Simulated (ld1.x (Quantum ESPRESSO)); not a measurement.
# Mn, ultrasoft: configuration errors across variants

- Element: manganese (Mn)
- Generator: ld1.x (Quantum ESPRESSO) 7.5
- Type: ultrasoft
- Functional: BLYP
- Relativity: fully relativistic
- Frozen core: [Ar]
- Valence charge: 7
- Reference configuration: 3d5 4s2 4p0
- Partial waves: 4s (bound): rcut 1.90, rcutus 2.35 bohr; 4s channel at 2.05 Ry: rcut 1.90, rcutus 2.35 bohr; 4p (bound, empty): rcut 2.60, rcutus 3.20 bohr; 4p channel at 2.9 Ry: rcut 2.60, rcutus 3.20 bohr; 3d (bound): rcut 1.60, rcutus 1.85 bohr; 3d channel at 3.05 Ry: rcut 1.60, rcutus 1.85 bohr
- Local potential: all-electron potential smoothed inside 1.75 bohr (lloc = -1)
- Core correction: Bessel-smoothed model core inside 1.30 bohr
- Augmentation charge: PSQ, inside the norm-conserving radii

Open shells are filled in proportion to 2j + 1 (rel_dist='average').

All-electron excitation energies from the reference (eV): (1) 3d5 4s1 4p0 8.401; (2) 3d5 4s0 4p0 24.170; (3) 3d4 4s0 4p0 56.691; (4) 3d5 4s0 4p1 13.176; (5) 3d5 4s1.5 4p0 3.334; (6) 3d6 4s1 4p0 -0.322; (7) 3d4 4s2 4p0 13.082.

Tests that are not counted but printed errors over 1 eV. “all radii but the core radius scaled by about 1.29 (s 3.02, p 4.12, d 2.38 bohr, rcut 2.44/3.34/2.06); local potential all-electron potential smoothed inside 2.26 bohr (lloc = -1)”: 3d4 4s0 4p0 (solver errors, printed error -186 eV); 3d6 4s1 4p0 (solver errors, printed error -380 eV).

2 further variants failed, have other tests or too few solved ones, and are left out.

Errors AE − PS in meV (a dash: test not solved or not reliable):

```csv
change,(1),(2),(3),(4),(5),(6),(7),bound ghosts
base,-1.8,-12,-323,+3.0,-0.4,-66,-178,none
"all radii but the core radius scaled by about 1.05 (s 2.46, p 3.36, d 1.94 bohr, rcut 2.00/2.74/1.68); local potential all-electron potential smoothed inside 1.84 bohr (lloc = -1)",-3.3,-22,-307,-0.4,-0.7,-78,-199,none
"all radii but the core radius scaled by about 1.15 (s 2.70, p 3.66, d 2.12 bohr, rcut 2.18/2.98/1.84); local potential all-electron potential smoothed inside 2.00 bohr (lloc = -1)",-7.2,-45,-282,-9.7,-1.4,-105,-168,none
"all radii but the core radius scaled by about 1.29 (s 3.02, p 4.12, d 2.38 bohr, rcut 2.44/3.34/2.06); local potential all-electron potential smoothed inside 2.26 bohr (lloc = -1)",-9.2,-61,–,-15,-1.7,–,-366,none
```

(1) Give the same row for: all radii but the core radius scaled by about 1.38 (s 3.24, p 4.42, d 2.56 bohr, rcut 2.62/3.58/2.20); local potential all-electron potential smoothed inside 2.42 bohr (lloc = -1).

Answers

(1) -9.4, -70, +250, -15, -1.5, +69, +65; bound ghosts: none.
